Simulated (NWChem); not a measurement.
A series in which one site is exchanged, each optimised at PBE0/def2-SVP with NWChem, gas phase unless a solvent is named. Low-valent species are run as closed-shell singlets; no triplet was tried in these runs. Some are not confirmed as minima by frequencies. def2 effective core potentials on I; no spin-orbit coupling.

A: Cl[Si]I (SiICl; site = Cl)
B: Br[Si]I (SiIBr; site = Br)
C: [Si](I)I (SiI$_{2}$; site = I)
D: F[Si]I (SiIF; site = F)

| quantity | A | B | C | D |
|---|---|---|---|---|
| orbital gap (eV), PBE0/def2-SVP | ___ | 4.08 | 3.81 | 4.67 |
| static polarisability, PBE/def2-SVPD (bohr³) | ___ | 94.5 | 111.1 | 69.8 |
| lowest singlet excitation, PBE/def2-SVPD, TDA (eV) | ___ | 2.79 | 2.59 | 3.20 |

**Question.** What belongs in the gaps?

**Answer.** 
- orbital gap (eV), PBE0/def2-SVP, A: 4.23
- static polarisability, PBE/def2-SVPD (bohr³), A: 85.3
- lowest singlet excitation, PBE/def2-SVPD, TDA (eV), A: 2.89
